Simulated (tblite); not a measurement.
C5H8F3OP.
Numbering: `[CH2:1]=[CH:2][P@@:3](=[O:4])([CH2:5][CH3:6])[C:7]([F:8])([F:9])[F:10]` (hydrogens: H11, H12 on C1; H13 on C2; H14, H15 on C5; H16, H17, H18 on C6)

Computed with GFN2-xTB (tblite), gas phase: L-BFGS steps from a force-field or distance-geometry start until the largest atomic force falls under 0.01 eV/Å.

Geometry at step 4:
```
atom  x, y, z in Å
C1      2.6810   -1.0184   -0.5345
C2      1.8402   -0.3121    0.1869
P3      0.2964    0.2680   -0.5596
O4      0.1975    0.5427   -1.9942
C5     -0.9635   -0.8304    0.1602
C6     -2.3652   -0.4963   -0.3055
C7      0.0364    1.8281    0.4313
F8      1.0030    2.7295    0.2326
F9     -1.1325    2.3999    0.1143
F10     0.0008    1.5664    1.7518
H11     2.5049   -1.1830   -1.5851
H12     3.5699   -1.4353   -0.1020
H13     1.9863   -0.1519    1.2519
H14    -0.8804   -0.8295    1.2472
H15    -0.6477   -1.8001   -0.2238
H16    -2.6933    0.4612    0.0882
H17    -3.0333   -1.2699    0.0530
H18    -2.4091   -0.4623   -1.3908
```

Task: What forces act on the atoms?

Result: 
| atom | Fx (eV/Å) | Fy (eV/Å) | Fz (eV/Å) |
| --- | --- | --- | --- |
| C1 | 0.294 | -0.192 | -0.256 |
| C2 | -0.278 | 0.180 | 0.276 |
| P3 | -0.012 | 0.309 | -0.251 |
| O4 | 0.217 | -0.244 | 0.210 |
| C5 | 0.118 | -0.081 | -0.013 |
| C6 | -0.057 | -0.033 | 0.026 |
| C7 | -0.100 | 0.261 | 0.164 |
| F8 | -0.088 | -0.032 | 0.049 |
| F9 | 0.137 | 0.062 | 0.090 |
| F10 | 0.005 | 0.177 | -0.029 |
| H11 | 0.021 | 0.021 | -0.039 |
| H12 | 0.214 | -0.107 | -0.041 |
| H13 | -0.075 | 0.049 | -0.197 |
| H14 | -0.012 | -0.054 | 0.008 |
| H15 | -0.131 | -0.320 | 0.067 |
| H16 | -0.031 | 0.032 | -0.015 |
| H17 | -0.245 | -0.061 | -0.021 |
| H18 | 0.022 | 0.034 | -0.029 |

The largest, 0.43 eV/Å, acts on C1 (C2 within 3 % of it); the rms over all components is 0.149 eV/Å. The forces sum to zero within rounding, as they must for an isolated molecule in no field.

Task: Give the force on C1 in Eh/bohr and in nN.

Result: 0.435 eV/Å ÷ 51.422 = 0.00845 Eh/bohr, and 0.435 eV/Å × 1.602 = 0.70 nN.

Task: How far is this geometry from the end of the optimisation?

Result: 0.105 eV above it, and 0.283 Å rms away after alignment. The bonds farthest from their final lengths, with half the difference of the two atoms' forces along the bond (positive lengthens):

```json
{"bond": "P3–C7", "now (Å)": "1.866", "final (Å)": "1.896", "force along bond (eV/Å)": "+0.10"}
{"bond": "P3–C5", "now (Å)": "1.820", "final (Å)": "1.839", "force along bond (eV/Å)": "+0.12"}
{"bond": "C1=C2", "now (Å)": "1.314", "final (Å)": "1.323", "force along bond (eV/Å)": "+0.43"}
{"bond": "C5–C6", "now (Å)": "1.514", "final (Å)": "1.523", "force along bond (eV/Å)": "+0.08"}
{"bond": "C2–H13", "now (Å)": "1.087", "final (Å)": "1.080", "force along bond (eV/Å)": "-0.23"}
{"bond": "C1–H12", "now (Å)": "1.073", "final (Å)": "1.078", "force along bond (eV/Å)": "-0.01"}
```

The angle farthest from its final value is C2–P3–O4, 121.5° against 116.5°.

Of the 2 listed bonds off by 0.010 Å or more, this force points towards the final length in 2.

What follows is the cost of the whole relaxation. On one thread of an Arm Neoverse V1, on a shared host, this took 0.68 s.
